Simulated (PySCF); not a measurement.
Molecule: C3H3, SMILES [CH]=C=C, doublet. Atoms near the plane z = 0.0 Å, at the PBE0/def2-SVP optimised geometry (x, y, z in Å): C1 (-1.6, 0.0, 0.0), C2 (-0.2, 0.0, 0.0), C3 (1.0, 0.0, 0.0), H4 (-2.1, 0.1, -0.9), H5 (-2.1, -0.1, 0.9), H6 (2.1, 0.0, 0.0).

Calculation: PySCF with unrestricted PBE0/def2-TZVP. Cells within 0.4 Å of a nucleus heavier than hydrogen are left out (blank, or x). The values are rescaled to run from 0 to 1.

```
|11111111111111111111111111111|
|11111111111111111111111111111|
|11111111111111111111111111111|
|11111111111111111111111111111|
|11111111111111111111111111111|
|11111111111111111111111111111|
|11111111111111111111111111111|
|11111111111111111111111111111|
|11111111111111111111111111111|
|11111111111111111111111111111|
|11111111111110111111111111111|
|11111110001110011000100111111|
|11111000001210122001100011111|
|111110011x354xx65x24310011111|
|11111001xxx78xx99xx7820001111|
|111110011x354xx66xx4410011111|
|11111000001210122001100011111|
|11111110001110011000100111111|
|11111111111110111111111111111|
|11111111111111111111111111111|
|11111111111111111111111111111|
|11111111111111111111111111111|
|11111111111111111111111111111|
|11111111111111111111111111111|
|11111111111111111111111111111|
|11111111111111111111111111111|
|11111111111111111111111111111|
|11111111111111111111111111111|
|11111111111111111111111111111|
```
Scale: ten equal steps from 0.000 (start of '0') to 1.00 (end of '9'), in the order '0123456789'; x runs from -4.50 to 4.50, y from -4.50 (bottom) to 4.50 (top).

Problem. Which quantity is mapped?
A) log10 of the electron density
B) Laplacian of the electron density
C) electrostatic potential
D) deformation density (molecule minus spherical neutral atoms)

Solution. D, deformation density (molecule minus spherical neutral atoms). In full: deformation density (molecule minus spherical neutral atoms) (e/bohr³).
